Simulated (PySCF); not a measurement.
## Basis set benchmark on one molecule

Molecule: SMILES [BH3-][PH2+]c1ccccc1, C$_{6}$H$_{10}$BP.

Atom-mapped SMILES (the numbers label the heavy atoms): `[BH3-:1][PH2+:2][c:3]1[cH:4][cH:5][cH:6][cH:7][cH:8]1`. Hydrogens are named by the atom that carries them.

Geometry PBE0-D3(BJ)/def2-SVP throughout; GIAO in PySCF, gas phase, one conformer, non-relativistic; equivalent atoms averaged; functional PBE0.

Reference values (measured; O. Kühl, Phosphorus-31 NMR Spectroscopy, Springer 2008, chapter 6 (publisher's sample)): δ(P2) = -49.3 ppm vs 85 % H3PO4. Computed shifts are taken against H3PO4, calculated as an isolated molecule at each level.

Q: How do the basis sets pcSseg-0, cc-pVDZ, def2-SVP, aug-cc-pVDZ, def2-TZVP perform against the reference? Times are CPU seconds on 1 thread of an Intel Xeon Platinum 8488C, shared host.

A: 
| basis set | functions | P2 | abs. error P | core-s |
| --- | --- | --- | --- | --- |
| pcSseg-0 | 96 | -178.3 | 129.0 | 10 |
| cc-pVDZ | 166 | -51.1 | 1.8 | 29 |
| def2-SVP | 166 | -58.8 | 9.5 | 20 |
| aug-cc-pVDZ | 278 | -64.0 | 14.7 | 59 |
| def2-TZVP | 314 | -52.2 | 2.9 | 63 |

For ³¹P the closest is cc-pVDZ (1.8 ppm) and the furthest pcSseg-0 (129.0 ppm). Where a smaller basis beats a larger one, errors probably cancel. One molecule is a small sample, and vibrational and solvent effects are absent from the calculation.

A small basis that lands close on one nucleus may do so by chance; judge by the trend and by all nuclei.
